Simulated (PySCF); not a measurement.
C₇H₉O₂ (doublet state).
Atom-mapped SMILES: `[CH2:1]=[C:2]([CH3:3])[C:4]1[CH2:5][O:6][CH2:7][C:8]1=[O:9]` (hydrogens: H10, H11 on C1; H12, H13, H14 on C3; H15, H16 on C5; H17, H18 on C7)

Cartesian coordinates in Å at the GFN2-xTB level; atoms count from 1:
```xyz
18
C7H9O2 angstrom
C      1.555    1.678    0.064
C      1.152    0.388   -0.056
C      2.153   -0.732   -0.053
C     -0.214    0.051   -0.186
C     -0.727   -1.336   -0.324
O     -2.135   -1.279   -0.427
C     -2.572    0.061   -0.362
C     -1.343    0.945   -0.207
O     -1.372    2.161   -0.122
H      2.596    1.928    0.164
H      0.843    2.483    0.061
H      2.089   -1.304   -0.977
H      3.162   -0.342    0.046
H      1.960   -1.414    0.774
H     -0.459   -1.962    0.541
H     -0.325   -1.835   -1.220
H     -3.249    0.194    0.491
H     -3.121    0.321   -1.276
```

The hyperfine couplings belong to this conformer and change with its torsions.

The calculation used UKS B3LYP, pcH-1 on C H O, non-relativistic, mean-field spin-orbit, GIAO (PySCF). Geometry: GFN2-xTB, one conformer, isolated molecule. Couplings are sensitive to structure, and on GFN2-xTB geometries they can be far from those on DFT ones. No stability test was run, so a lower SCF solution isn't excluded. ⟨S²⟩ is 0.773 where a pure state has 0.75.

Problem. Give the principal g shifts and their parts.

Solution. 
```csv
Δg (ppm),1,2,3
relativistic mass correction,-166,-166,-166
gauge correction,-8,28,31
orbital Zeeman/spin–orbit,-9,1352,3925
total,-183,1214,3790
```

So g = 2.00214, 2.00353, 2.00611 and g_iso = 2.00393; the tensor is rhombic: the two nearest values differ by 35 % of g3 − g1. Axes: g2 points within 1° of the C2–C4 bond.

Problem. What effective moment and Curie constant follow for a powder?

Solution. With the mean of g² = 4.0157 and S(S+1) = 0.75: μ_eff = √(⟨g²⟩S(S+1)) = 1.735 μB and χT = 0.12505·⟨g²⟩·S(S+1) = 0.377 cm³ K/mol (cgs; spin-Hamiltonian part alone).

Problem. At 9.55 GHz, how far is the centre of the isotropic spectrum from where a free electron (g = 2.002319) resonates?

Solution. B = hν/(g μB) with μB/h = 13.99624 MHz/mT gives 340.77 mT for the free electron and 340.49 mT at g_iso, 0.27 mT lower.

Problem. What are the electron Larmor frequencies g μB B/h along the three axes at 3350 mT?

Solution. 93.8750, 93.9405, 94.0613 GHz for g1, g2 and g3, a range of 186.3 MHz.

Problem. In a frozen sample, at which fields do the three g values resonate at 9.5, 34, 94 and 263 GHz (hyperfine left aside), and which band first spreads them over more than twice a line width of 0.5 mT?

Solution. 
| band | GHz | B(g3) mT | B(g2) mT | B(g1) mT | spread mT |
| --- | --- | --- | --- | --- | --- |
| X | 9.5 | 338.34 | 338.78 | 339.01 | 0.67 |
| Q | 34.0 | 1210.91 | 1212.47 | 1213.32 | 2.40 |
| W | 94.0 | 3347.82 | 3352.12 | 3354.46 | 6.64 |
| J | 263.0 | 9366.77 | 9378.81 | 9385.35 | 18.59 |

The spread grows in proportion to the frequency. Q band is the first where it exceeds 1.0 mT.

Largest spin populations (Mulliken): C4 (+0.56), C1 (+0.52), C2 (-0.21) and O9 (+0.18). Three atoms exceed +0.15. The angles at C4 add up to 360.0°, so it is planar.

The HOMO–LUMO gaps are 5.15 eV among the α and 3.34 eV among the β orbitals.

Time: 3.6 min of wall time (with the writing of density and orbital grids); peak memory 1.1 GiB. Hardware: Intel Xeon at 2.50 GHz, one thread, no GPU, shared host.
